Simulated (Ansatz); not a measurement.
Zn2Te⁺ (the lowest doublet isomer of a short search), 3 atoms. Hardware: 4 threads of Arm Neoverse V2 on a shared host.

In the def2 sets Te takes a core potential; there is no spin–orbit coupling. Correlated methods freeze 22 core orbitals; core or outer-core shells of Te are correlated, in sets that lack core-valence functions.

(1) How many basis functions does each of these Ansatz runs have, and roughly what does it cost? CCSD(T)/def2-TZVP, charge 1 quartet, energy, from earlier orbitals; B2PLYP/def2-TZVP, charge 1 doublet, energy, from earlier orbitals; PBE-D4/def2-SVP, charge 1 doublet, energy, from earlier orbitals; LC-ωPBE/def2-TZVP, charge 1 doublet, energy, from earlier orbitals; PBE0-D4/def2-TZVP, charge 0 triplet at the geometry of the charge 1 doublet, energy; PBE0-D4/def2-TZVP, charge 1 doublet, energy and forces, from earlier orbitals; PBE0-D4/def2-SVP, charge 1 doublet, energy with a search over starts; HSE06-D4/def2-TZVP, charge 1 doublet, energy, from earlier orbitals; PBE0-D4/def2-TZVP, charge 1 quartet, energy, from earlier orbitals; PBE0-D4/def2-TZVP, charge 0 singlet at the geometry of the charge 1 doublet, energy, from earlier orbitals; r2SCAN-D4/def2-TZVP, charge 0 triplet at the geometry of the charge 1 doublet, energy, from earlier orbitals; B2PLYP/def2-TZVP, charge 1 quartet, energy, from earlier orbitals.

Results:

(1) Other jobs shared the machine, so times can vary by a factor of up to 3. A dash marks memory too small to be measured apart from the calling script's.

| run | functions | fitting or Cholesky vectors | wall time | peak host memory (GiB) |
| --- | --- | --- | --- | --- |
| PBE-D4/def2-SVP, charge 1 doublet, energy, from earlier orbitals | 88 | 1036 | 1.4 s | – |
| PBE0-D4/def2-TZVP, charge 0 singlet at the geometry of the charge 1 doublet, energy, from earlier orbitals | 146 | 1298 | 2.4 s | – |
| PBE0-D4/def2-TZVP, charge 0 triplet at the geometry of the charge 1 doublet, energy | 146 | 1298 | 3.7 s | 0.61 |
| PBE0-D4/def2-TZVP, charge 1 quartet, energy, from earlier orbitals | 146 | 1298 | 3.8 s | 0.55 |
| HSE06-D4/def2-TZVP, charge 1 doublet, energy, from earlier orbitals | 146 | 1298 | 4.1 s | 0.56 |
| B2PLYP/def2-TZVP, charge 1 quartet, energy, from earlier orbitals | 146 | 1298 | 4.7 s | 0.55 |
| PBE0-D4/def2-TZVP, charge 1 doublet, energy and forces, from earlier orbitals | 146 | 1298 | 5 s | 0.55 |
| r2SCAN-D4/def2-TZVP, charge 0 triplet at the geometry of the charge 1 doublet, energy, from earlier orbitals | 146 | 1306 | 5.5 s | – |
| B2PLYP/def2-TZVP, charge 1 doublet, energy, from earlier orbitals | 146 | 1298 | 6 s | 0.57 |
| PBE0-D4/def2-SVP, charge 1 doublet, energy with a search over starts | 88 | 929 | 6.5 s | – |
| LC-ωPBE/def2-TZVP, charge 1 doublet, energy, from earlier orbitals | 146 | 1306 | 12 s | – |
| CCSD(T)/def2-TZVP, charge 1 quartet, energy, from earlier orbitals | 146 | 1298 | 19 s | 1.4 |
